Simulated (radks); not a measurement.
Coulomb parameter of the 4f shell of the praseodymium ion Pr+ in the model configuration [Xe] 4f1 5d2 6s1, as a second difference U = [E(n + 0.25) + E(n - 0.25) - 2 E(n)] / (0.25)^2 with all orbitals relaxed. "Bare": the charge of the atom changes with n. "Screened": the 5d shell takes up the change at fixed total charge, which measures U(4f,4f) + U(5d,5d) - 2 U(4f,5d). Calculated with a radial shooting solver on a logarithmic mesh with Libxc functionals: Dirac Kohn-Sham, PBEsol, spin-unpolarised, spherical densities, finite nucleus; open shells are shared between the two j in proportion to 2j + 1; Fermi nuclear charge, rms radius 4.8919 fm.

case                     configuration  E - E(n) (eV)
start                 [Xe] 4f1 5d2 6s1          0.000
bare +0.25         [Xe] 4f1.25 5d2 6s1         -4.145
bare -0.25         [Xe] 4f0.75 5d2 6s1          5.129
screened +0.25  [Xe] 4f1.25 5d1.75 6s1         -1.993
screened -0.25  [Xe] 4f0.75 5d2.25 6s1          2.332

U(bare) = 15.749 eV, U(screened by 5d) = 5.419 eV, against the Slater integral F0(4f,4f) = 26.198 eV with frozen orbitals.
